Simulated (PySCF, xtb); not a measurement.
(E)-1-bromo-1-chloro-2-fluoroethene (C2HBrClF), SMILES C(/Cl)(Br)=C/F.

GFN2-xTB in xtb at its own geometry gives an orbital gap of 4.17 eV and a dipole moment of 1.24 D.

Geometry optimised at TPSSh-D3(BJ)/def2-SVP.

Problem. What does M06-2X/def2-TZVP (PySCF) give? (The exact figures need the calculation; the answer reports its results.)

Solution. gap 8.84 eV (levels -8.57 and 0.27 eV), dipole 1.27 D.
